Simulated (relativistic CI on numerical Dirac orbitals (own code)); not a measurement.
## Radial parameters of Tb28+

Computed by Dirac-Coulomb-Breit CI, KLI orbitals optimised for each configuration, model QED (radiative potential, 1s self-energy scaled to tabulated hydrogen-like ionisation energies), unscaled Slater integrals (own radial code, finite nucleus).

Slater integrals F^k, G^k are unscaled and averaged over j, outside the closed core [Ar] 3d10; ζ comes from projecting the Hamiltonian with its Breit term on Σ l·s of the shell.

- 4s2.4p6.4d: ζ(4d) = 29340 cm⁻¹; <r>(4d) = 0.516, <r^2>(4d) = 0.3041 (bohr units).
- 4s2.4p5.4d2: ζ(4p) = 237960, F^2(4d,4d) = 195220, F^4(4d,4d) = 132940, F^2(4p,4d) = 197270, G^1(4p,4d) = 246170, G^3(4p,4d) = 157430, ζ(4d) = 29210 cm⁻¹; <r>(4p) = 0.5097, <r^2>(4p) = 0.2936, <r>(4d) = 0.5161, <r^2>(4d) = 0.3041 (bohr units).
- 4s2.4p6.4f: ζ(4f) = 4171.4 cm⁻¹; <r>(4f) = 0.4945, <r^2>(4f) = 0.2775 (bohr units).

Task: Give the Racah parameters of the d shell in 4s2.4p5.4d2.

Result: B = F²/49 − 5F⁴/441 = 2477 cm⁻¹ and C = 35F⁴/441 = 10551 cm⁻¹.

Averages of the first 10 configurations, taken without configuration mixing, which lowers the lowest level and can move excited configurations by several eV; other configurations of the list can lie among them:

```json
{"Configuration": "4s2.4p6.4d", "Parity": "even", "States": "10", "Average energy above the lowest level (eV)": "7.5"}
{"Configuration": "4s2.4p5.4d2", "Parity": "odd", "States": "270", "Average energy above the lowest level (eV)": "154.3"}
{"Configuration": "4s2.4p6.4f", "Parity": "odd", "States": "14", "Average energy above the lowest level (eV)": "164.8"}
{"Configuration": "4s.4p6.4d2", "Parity": "even", "States": "90", "Average energy above the lowest level (eV)": "271.2"}
{"Configuration": "4s2.4p5.4d.4f", "Parity": "even", "States": "840", "Average energy above the lowest level (eV)": "309.7"}
{"Configuration": "4s.4p6.4d.4f", "Parity": "odd", "States": "280", "Average energy above the lowest level (eV)": "426.8"}
{"Configuration": "4s2.4p6.5s", "Parity": "even", "States": "2", "Average energy above the lowest level (eV)": "311.3"}
{"Configuration": "4s2.4p6.5p", "Parity": "odd", "States": "6", "Average energy above the lowest level (eV)": "358.7"}
{"Configuration": "4s2.4p6.5d", "Parity": "even", "States": "10", "Average energy above the lowest level (eV)": "424.9"}
{"Configuration": "4p6.4d3", "Parity": "even", "States": "120", "Average energy above the lowest level (eV)": "538.7"}
```
